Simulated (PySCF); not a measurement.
## Dipole moment and polarisability of `CC[SiH2][GeH2][NH]C`

Species: C3H13GeNSi.
Geometry (PBE0-D3(BJ)/def2-SVP, Å), atoms numbered from 1 in this order:
```
atom  x, y, z in Å
C1     2.314   -0.381    0.676
C2     1.652   -1.201   -0.428
Si3    0.754   -0.158   -1.726
Ge4   -0.653    1.440   -0.636
N5    -1.229    0.648    0.933
C6    -2.055   -0.534    0.873
H7     3.008    0.372    0.268
H8     2.891   -1.020    1.363
H9     1.553    0.148    1.271
H10    2.389   -1.830   -0.956
H11    0.915   -1.898    0.006
H12   -0.052   -1.028   -2.641
H13    1.736    0.595   -2.572
H14   -1.826    1.915   -1.541
H15    0.128    2.694   -0.190
H16   -1.560    1.315    1.624
H17   -3.088   -0.373    0.500
H18   -1.593   -1.283    0.207
H19   -2.134   -1.008    1.866
```

Level: wB97X-D/def2-SVPD (PySCF), static field, nuclei fixed, core orbitals frozen in the response. The polarisability tensor in these axes (au):

```
x   109.81  -6.60  -2.33
y    -6.60 105.24  -1.41
z    -2.33  -1.41 104.92
```

What are the eigenvalues, a third of the trace, and Δα (Δα² = ½Σ(αi − αj)² over the three pairs)?

Principal values 99.39, 105.94 and 114.64 au; mean 106.66 au = 15.81 Å³ = 17.59 × 10⁻⁴⁰ C²·m²/J; Δα = 13.25 au (12 % of the mean).

What is the dipole moment, and where does it point?

(-0.33, -0.44, 0.72) D, 0.91 D in size, pointing from the negative to the positive side. Measured along this direction, the outermost atoms are H13 at the negative end and H19 at the positive end.

Give the principal axes and the span of the nuclei along them.

Largest value along (0.82, -0.56, -0.12), where the nuclei span 5.49 Å; middle along (-0.15, -0.41, 0.90), 5.23 Å; least along (0.55, 0.72, 0.42), 3.91 Å. The response follows the extents in order.

What molar refraction does this α imply?

Lorentz–Lorenz: R = (4π/3)N_A α = 2.5225 cm³/(mol·Å³) × 15.81 Å³ = 39.9 cm³/mol, in the limit of long wavelengths.

Form Σ f/ω² (atomic units) for the 6 lowest TDDFT singlets, given as eV and f, and set it beside the mean polarisability, which is this sum over all singlets: 5.53, 0.0013; 6.54, 0.0061; 6.67, 0.0263; 6.90, 0.0124; 6.92, 0.0968; 7.27, 0.0085.

They add up to 2.38 au, 2.2 % of the 106.66 au; the largest single term is 1.50 au, from the state at 6.92 eV. Terms in order: 0.03, 0.11, 0.44, 0.19, 1.50, 0.12 au. Higher excitations give the rest. The strengths listed sum to 0.151.

Isolated species at its PBE0-D3(BJ)/def2-SVP geometry (one conformer only). The calculation is non-relativistic, for germanium too.

The run behind these numbers computed excited states as well. Hardware: one thread of an x86-64 server, no GPU, shared host. Cost: 1.7 min wall.
